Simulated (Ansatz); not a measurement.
`[O]=[W](=[O])([F])[Cl]` + dimethylamine → `C[N](C)[W](=[O])(=[O])[F]` + HCl  (ligand exchange at a W–Cl bond)

Gas-phase electronic energies from Ansatz, PBE0-D4/def2-TZVP geometries. CBS: MP2 limit from def2 TZ/QZ plus the TZ coupled-cluster correction, frozen cores. This one scheme is used for every species. DFT in def2-TZVPP. B3LYP here is the variant with VWN-RPA as its local correlation; programs differ in this. Elements past krypton have def2 core potentials. For W outer-core shells are correlated without core-valence functions, which leaves a few kJ/mol of doubt a bond. Each species was taken in one conformer, which may not be the lowest.

(1) Is it downhill or uphill in electronic energy at CCSD(T)/CBS, and by how much? (An estimate is asked.)

(2) What do these levels give: CAM-B3LYP-D4, ωB97X-V, PBE, BLYP, PBE0, B3LYP, r2SCANh, r2SCAN0, LC-ωPBE, HF/def2-TZVPP, MP2/def2-TZVPP, MP2/CBS(def2)? (Estimate.)

(3) What do rigid-rotor, harmonic-oscillator terms from PBE0-D4/def2-TZVP frequencies (298.15 K, 1 bar) make of the CCSD(T)/CBS value? (Estimate.)

Largest T1 diagnostic among the species: 0.022, so the coupled-cluster value is less sure than usual.

## Answers

(1) The calculation gave: Uphill: ΔE = +14.7 kJ/mol.

(2) The calculation gave: CAM-B3LYP-D4 17.4, ωB97X-V 21.1, PBE 28.1, BLYP 29.4, PBE0 28.5, B3LYP 28.3, r2SCANh 26.4, r2SCAN0 26.6, LC-ωPBE 24.9, HF/def2-TZVPP 34.3, MP2/def2-TZVPP 19.1, MP2/CBS(def2) 22.0 kJ/mol.

(3) The calculation gave: ΔZPE = -12.4 kJ/mol, ΔH = +5.9 kJ/mol, ΔS = -20 J/(mol·K), ΔG = +11.9 kJ/mol.

In def2-TZVPP, CCSD(T) changes the Hartree–Fock value by −22.6 kJ/mol (the triples alone add −1.4 kJ/mol) and MP2 by −15.2 kJ/mol. The D4 term adds −10.3 kJ/mol with B3LYP and −6.0 kJ/mol with PBE0; it sums over pairs of atoms, weighted by their polarisabilities, and B3LYP, whose exchange is more repulsive, gets the larger term.
